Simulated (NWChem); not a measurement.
System: MgH₂Se; SMILES [MgH][SeH]

Here is an NWChem input.

```
start job
memory heap 200 mb stack 900 mb global 1100 mb
geometry units angstroms noautoz
  Mg     0.125659    -1.618347    -0.001842
  H      0.177771    -3.319836    -0.004396
  Se     0.085723     0.837311     0.001456
  H     -1.401190     0.775620    -0.001743
end
basis spherical
  Mg library def2-tzvp
  H library def2-tzvp
  Se library def2-tzvp
end
dft
  xc xpbe96 cpbe96
  iterations 150
  vectors input atomic output neutral.movecs
end
task dft energy
charge 1
dft
  odft
  mult 2
  vectors input atomic output cation.movecs
end
task dft energy
```

Excerpt of the output:

```
             Northwest Computational Chemistry Package (NWChem) 7.3.0
             --------------------------------------------------------

 CS  symmetry detected

                             Geometry "geometry" -> ""
                             -------------------------

 Output coordinates in angstroms (scale by  1.889725989 to convert to a.u.)

  No.       Tag          Charge          X              Y              Z
 ---- ---------------- ---------- -------------- -------------- --------------
    1 Mg                  12.0000     0.01704746    -1.75476222     0.00000000
    2 H                    1.0000     0.02844886    -3.45701277     0.00000000
    3 Se                  34.0000     0.03585566     0.70115069     0.00000000
    4 H                    1.0000    -1.45211084     0.67503607     0.00000000

 Effective nuclear repulsion energy (a.u.)     110.4135182695

      Symmetry information
      --------------------

 Group name             Cs
 Group number              2
 Group order               2
 No. of unique centers     4

  pbe96 is a nonlocal functional; adding pw91lda local functional.

                                 NWChem DFT Module
                                 -----------------

 Summary of "ao basis" -> "ao basis" (spherical)
 ------------------------------------------------------------------------------
       Tag                 Description            Shells   Functions and Types
 ---------------- ------------------------------  ------  ---------------------
 Mg                        def2-tzvp                12       32   5s4p3d
 H                         def2-tzvp                 4        6   3s1p
 Se                        def2-tzvp                16       48   6s5p4d1f

      Symmetry analysis of basis
      --------------------------

        a'         64
        a"         28

            General Information
            -------------------
          SCF calculation type: DFT
          Wavefunction type:  closed shell.
          No. of atoms     :     4
          No. of electrons :    48
           Alpha electrons :    24
            Beta electrons :    24
          Charge           :     0
          Spin multiplicity:     1
          Use of symmetry is: on ; symmetry adaption is: on
          Maximum number of iterations: 150
          AO basis - number of functions:    92
                     number of shells:    36
          Convergence on energy requested:  1.00D-06
          Convergence on density requested:  1.00D-05
          Convergence on gradient requested:  5.00D-04

              XC Information
              --------------
          PerdewBurkeErnzerhof Exchange Functional  1.000
            Perdew 1991 LDA Correlation Functional  1.000 local
           PerdewBurkeErnz. Correlation Functional  1.000 non-local

             Grid Information
             ----------------
          Grid used for XC integration:  medium
          Radial quadrature: Mura-Knowles
          Angular quadrature: Lebedev.
          Tag              B.-S. Rad. Rad. Pts. Rad. Cut. Ang. Pts.
          ---              ---------- --------- --------- ---------
          Mg                  1.50       88          10.0       590
          H                   0.35       45          12.0       434
          Se                  1.15      112          11.0       590
          Grid pruning is: on
          Number of quadrature shells:   290
          Spatial weights used:  Erf1

      Superposition of Atomic Density Guess
      -------------------------------------

 Sum of atomic energies:       -2600.41277615

      Non-variational initial energy
      ------------------------------

 Total energy =   -2600.601223
 1-e energy   =   -3843.851731
 2-e energy   =    1132.836989
 HOMO         =      -0.301665
 LUMO         =      -0.021181

      Symmetry analysis of molecular orbitals - initial
      -------------------------------------------------

  Numbering of irreducible representations:

     1 a'          2 a"

  Orbital symmetries:

     1 a'          2 a'          3 a'          4 a'          5 a"
     6 a'          7 a'          8 a'          9 a'         10 a"
    11 a'         12 a'         13 a'         14 a"         15 a"
    16 a'         17 a'         18 a'         19 a"         20 a'
    21 a'         22 a'         23 a'         24 a"         25 a'
    26 a'         27 a"         28 a'         29 a'         30 a'
    31 a"         32 a'         33 a"         34 a'

   convergence    iter        energy       DeltaE   RMS-Dens  Diis-err
 ---------------- ----- ----------------- --------- --------- ---------
 d= 0,ls=0.0,diis     1  -2602.3292855480 -2.71D+03  8.24D-03  7.94D-01
 d= 0,ls=0.0,diis     2  -2602.3122510162  1.70D-02  7.54D-03  4.65D-01
 d= 0,ls=0.0,diis     3  -2602.3444619708 -3.22D-02  3.35D-03  1.64D-01
 d= 0,ls=0.0,diis     4  -2602.3672154013 -2.28D-02  4.20D-04  1.52D-03
 d= 0,ls=0.0,diis     5  -2602.3674263088 -2.11D-04  8.28D-05  1.08D-04
  Resetting Diis
 d= 0,ls=0.0,diis     6  -2602.3674402914 -1.40D-05  2.74D-05  9.28D-06
 d= 0,ls=0.0,diis     7  -2602.3674417078 -1.42D-06  1.40D-05  4.37D-07
 d= 0,ls=0.0,diis     8  -2602.3674416025  1.05D-07  8.20D-06  1.01D-06

         Total DFT energy =    -2602.367441602495
      One electron energy =    -3844.884537411501
           Coulomb energy =     1235.959426490610
    Exchange-Corr. energy =     -103.855848951131
 Nuclear repulsion energy =      110.413518269527

 Numeric. integr. density =       48.000021744340

                  Occupations of the irreducible representations
                  ----------------------------------------------

                     irrep           alpha         beta
                     --------     --------     --------
                     a'               18.0         18.0
                     a"                6.0          6.0

                       DFT Final Molecular Orbital Analysis
                       ------------------------------------

 Vector   22  Occ=2.000000D+00  E=-2.747011D-01  Symmetry=a'
              MO Center=  1.5D-03, -1.6D+00,  8.6D-15, r^2= 4.5D+00
   Bfn.  Coefficient  Atom+Function         Bfn.  Coefficient  Atom+Function
  ----- ------------  ---------------      ----- ------------  ---------------
     4      0.495635  1 Mg s                 55     -0.230513  3 Se py
     3     -0.216782  1 Mg s                 34      0.215649  2 H  s
    49      0.168214  3 Se py                44     -0.164932  3 Se s
    52     -0.148839  3 Se py                58     -0.141565  3 Se py
    33      0.125142  2 H  s                 43     -0.111502  3 Se s

 Vector   23  Occ=2.000000D+00  E=-2.357967D-01  Symmetry=a'
              MO Center=  9.8D-03, -1.1D+00,  3.1D-16, r^2= 5.4D+00
   Bfn.  Coefficient  Atom+Function         Bfn.  Coefficient  Atom+Function
  ----- ------------  ---------------      ----- ------------  ---------------
    55      0.360241  3 Se py                58      0.250137  3 Se py
    49     -0.238263  3 Se py                34      0.231161  2 H  s
    52      0.206529  3 Se py                13     -0.176615  1 Mg py
    35      0.176831  2 H  s                  7      0.134618  1 Mg py
    33      0.127995  2 H  s                 16     -0.086938  1 Mg py

 Vector   24  Occ=2.000000D+00  E=-2.079292D-01  Symmetry=a"
              MO Center= -3.2D-03,  5.5D-01,  1.6D-15, r^2= 2.1D+00
   Bfn.  Coefficient  Atom+Function         Bfn.  Coefficient  Atom+Function
  ----- ------------  ---------------      ----- ------------  ---------------
    56      0.470134  3 Se pz                59      0.356488  3 Se pz
    50     -0.313967  3 Se pz                53      0.277866  3 Se pz
    47      0.095818  3 Se pz                17      0.073897  1 Mg pz
    14      0.066955  1 Mg pz                 8     -0.042274  1 Mg pz
    76     -0.035627  3 Se d -1              24      0.028679  1 Mg d -1

 Vector   25  Occ=0.000000D+00  E=-6.101871D-02  Symmetry=a'
              MO Center= -1.2D-01, -1.2D+00, -8.6D-15, r^2= 5.9D+00
   Bfn.  Coefficient  Atom+Function         Bfn.  Coefficient  Atom+Function
  ----- ------------  ---------------      ----- ------------  ---------------
     5      0.727931  1 Mg s                  4      0.454521  1 Mg s
    44     -0.401516  3 Se s                 35     -0.305440  2 H  s
    58      0.277381  3 Se py                16      0.224962  1 Mg py
    89      0.207150  4 H  s                 55      0.198198  3 Se py
    43     -0.179605  3 Se s                  3     -0.174602  1 Mg s

 Vector   26  Occ=0.000000D+00  E=-5.002521D-02  Symmetry=a'
              MO Center=  7.4D-02, -1.7D+00, -1.7D-15, r^2= 5.3D+00
   Bfn.  Coefficient  Atom+Function         Bfn.  Coefficient  Atom+Function
  ----- ------------  ---------------      ----- ------------  ---------------
    15      0.792949  1 Mg px                12      0.280237  1 Mg px
    89      0.265531  4 H  s                  6     -0.161503  1 Mg px
    44     -0.156183  3 Se s                 88      0.120608  4 H  s
    75     -0.080631  3 Se d -2              87      0.060117  4 H  s
    43     -0.053663  3 Se s                  4     -0.052190  1 Mg s

 Vector   27  Occ=0.000000D+00  E=-3.979944D-02  Symmetry=a"
              MO Center=  6.2D-03, -1.8D+00,  3.0D-15, r^2= 5.5D+00
   Bfn.  Coefficient  Atom+Function         Bfn.  Coefficient  Atom+Function
  ----- ------------  ---------------      ----- ------------  ---------------
    17      0.827488  1 Mg pz                14      0.276269  1 Mg pz
    59     -0.202436  3 Se pz                 8     -0.157403  1 Mg pz
    56     -0.140300  3 Se pz                50      0.096257  3 Se pz
    53     -0.095902  3 Se pz                29     -0.067575  1 Mg d -1
    76     -0.058973  3 Se d -1              47     -0.029097  3 Se pz

     Multipole analysis of the density
     ---------------------------------

     L   x y z        total         alpha         beta         nuclear
     -   - - -        -----         -----         ----         -------
     0   0 0 0     -0.000000    -24.000000    -24.000000     48.000000

     1   1 0 0     -0.139337     -0.069668     -0.069668     -0.000000
     1   0 1 0     -0.366265     -0.183132     -0.183132      0.000000
     1   0 0 1     -0.000000     -0.000000     -0.000000      0.000000

     2   2 0 0    -19.987154    -13.844316    -13.844316      7.701479
     2   1 1 0     -0.377707      0.851716      0.851716     -2.081140
     2   1 0 1     -0.000000     -0.000000     -0.000000      0.000000
     2   0 2 0    -29.440193   -132.693267   -132.693267    235.946341
     2   0 1 1      0.000000      0.000000      0.000000      0.000000
     2   0 0 2    -23.402636    -11.701318    -11.701318      0.000000

                                 NWChem DFT Module
                                 -----------------

      Symmetry analysis of basis
      --------------------------

        a'         64
        a"         28

            General Information
            -------------------
          SCF calculation type: DFT
          Wavefunction type:  spin polarized.
          No. of atoms     :     4
          No. of electrons :    47
           Alpha electrons :    24
            Beta electrons :    23
          Charge           :     1
          Spin multiplicity:     2
          Use of symmetry is: on ; symmetry adaption is: on
          Maximum number of iterations: 150
          AO basis - number of functions:    92
                     number of shells:    36
          Convergence on energy requested:  1.00D-06
          Convergence on density requested:  1.00D-05
          Convergence on gradient requested:  5.00D-04

              XC Information
              --------------
          PerdewBurkeErnzerhof Exchange Functional  1.000
            Perdew 1991 LDA Correlation Functional  1.000 local
           PerdewBurkeErnz. Correlation Functional  1.000 non-local

             Grid Information
             ----------------
          Grid used for XC integration:  medium
          Radial quadrature: Mura-Knowles
          Angular quadrature: Lebedev.
          Tag              B.-S. Rad. Rad. Pts. Rad. Cut. Ang. Pts.
          ---              ---------- --------- --------- ---------
          Mg                  1.50       88          10.0       590
          H                   0.35       45          12.0       434
          Se                  1.15      112          11.0       590
          Grid pruning is: on
          Number of quadrature shells:   290
          Spatial weights used:  Erf1

      Superposition of Atomic Density Guess
      -------------------------------------

 Sum of atomic energies:       -2600.41277615

 Renormalizing density from      48.00 to     47

      Non-variational initial energy
      ------------------------------

 Total energy =   -2567.230838
 1-e energy   =   -3763.771486
 2-e energy   =    1086.127131
 HOMO         =      -0.578586
 LUMO         =      -0.270673

   Symmetry analysis of molecular orbitals - initial alpha
   -------------------------------------------------------

  Numbering of irreducible representations:

     1 a'          2 a"

  Orbital symmetries:

     1 a'          2 a'          3 a'          4 a'          5 a"
     6 a'          7 a'          8 a'          9 a'         10 a"
    11 a'         12 a'         13 a'         14 a"         15 a"
    16 a'         17 a'         18 a'         19 a"         20 a'
    21 a'         22 a'         23 a"         24 a'         25 a'
    26 a'         27 a'         28 a"         29 a'         30 a'
    31 a"         32 a'         33 a"         34 a'

   Symmetry analysis of molecular orbitals - initial beta
   ------------------------------------------------------

  Numbering of irreducible representations:

     1 a'          2 a"

  Orbital symmetries:

     1 a'          2 a'          3 a'          4 a'          5 a"
     6 a'          7 a'          8 a'          9 a'         10 a"
    11 a'         12 a'         13 a'         14 a"         15 a"
    16 a'         17 a'         18 a'         19 a"         20 a'
    21 a'         22 a'         23 a"         24 a'         25 a'
    26 a'         27 a'         28 a"         29 a'         30 a'
    31 a"         32 a'         33 a"         34 a'

[...]
```

Level: PBE/def2-TZVP, vertical spin-unrestricted ions. Geometry: optimised at PBE-D3(BJ)/def2-SVP.
